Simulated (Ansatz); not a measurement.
One change: `CB[SiH2]C` becomes `C[SiH2]BS`.

Ansatz, PBE0-D4/def2-TZVP geometries, multiplicity 1. Each molecule was computed in one conformer, which needn't be the lowest.

```csv
property,`CB[SiH2]C`
HOMO energy (B3LYP/def2-TZVPP) / eV,-7.43
LUMO energy (PBE/def2-TZVPP) / eV,-2.65
LUMO energy (PBE0/def2-TZVPP) / eV,-1.67
HOMO energy (ωB97M-V/def2-TZVPP) / eV,-9.77
LUMO energy (B3LYP/def2-TZVPP) / eV,-1.87
HOMO–LUMO gap (B3LYP/def2-TZVPP) / eV,5.57
```

What does the change do to each property? (Estimate.)

Ansatz gave: 
| property | `C[SiH2]BS` | shift |
| --- | --- | --- |
| HOMO energy (B3LYP/def2-TZVPP) / eV | -7.71 | -0.28 |
| LUMO energy (PBE/def2-TZVPP) / eV | -2.60 | 0.05 |
| LUMO energy (PBE0/def2-TZVPP) / eV | -1.71 | -0.04 |
| HOMO energy (ωB97M-V/def2-TZVPP) / eV | -10.03 | -0.26 |
| LUMO energy (B3LYP/def2-TZVPP) / eV | -1.86 | 0.01 |
| HOMO–LUMO gap (B3LYP/def2-TZVPP) / eV | 5.85 | 0.28 |

B3LYP here is the variant with VWN-RPA as its local correlation; programs differ in this.
